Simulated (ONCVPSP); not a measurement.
# Ru: ONCV pseudisation with PBEsol, scalar-relativistic reference atom.

```
Element                 : Ru
Generator               : ONCVPSP 4.0.1
Type                    : optimised norm-conserving Vanderbilt (ONCV)
Functional              : PBEsol
Relativity              : scalar-relativistic
Frozen core             : [Ar] 3d10
Valence charge          : 16
Reference configuration : 4s2 4p6 4d7 5s1
Partial waves           : 4s+5s: rc 1.50 bohr, ncon 5, nbas 8, qcut 8.3 1/bohr, 2 projectors; 4p: rc 1.25 bohr, ncon 4, nbas 8, qcut 6.2 1/bohr, 2 projectors, debl 3.9 Ha; 4d: rc 1.65 bohr, ncon 4, nbas 9, qcut 10.9 1/bohr, 2 projectors, debl 2.3 Ha
Local potential         : polynomial inside 0.85 bohr (lpopt 1, dvloc0 3 Ha)
Core correction         : Teter function, fcfact 2.25, rcfact 1.5
```

All-electron outer shells of the reference configuration (PBEsol, scalar-relativistic, ld1.x):

| shell | level (eV) | outermost node (bohr) | outermost maximum (bohr) |
| --- | --- | --- | --- |
| 3d | -273.13 | – | 0.30 |
| 4s | -76.31 | 0.48 | 0.92 |
| 4p | -46.38 | 0.49 | 0.98 |
| 4d | -5.22 | 0.48 | 1.21 |
| 5s | -4.27 | 1.24 | 2.73 |

Q: Estimate the cutoffs (Ha) at which the residual kinetic energy of the hardest occupied pseudo-wave falls to 1 and 0.1 mHa per electron.

A: 74 Ha and 129 Ha.

Q: Does the potential have ghost states?

A: No bound ghost flagged; GHOST(+) flagged for s at 211.3 eV.

Q: Which valence shell sets the plane-wave cutoff?

A: 4p: 74 Ha for 1 mHa per electron, against 29 Ha for 4s.

Q: Tests: 4s2 4p6 4d7 5s0; 4s2 4p6 4d6 5s0; 4s2 4p6 4d5 5s0; 4s2 4p6 4d6 5s1. Which has the largest error in its energy relative to the reference configuration, and how large is it?

A: 4s2 4p6 4d5 5s0, with -2.3 meV (all-electron minus pseudo) on +56.09 eV.
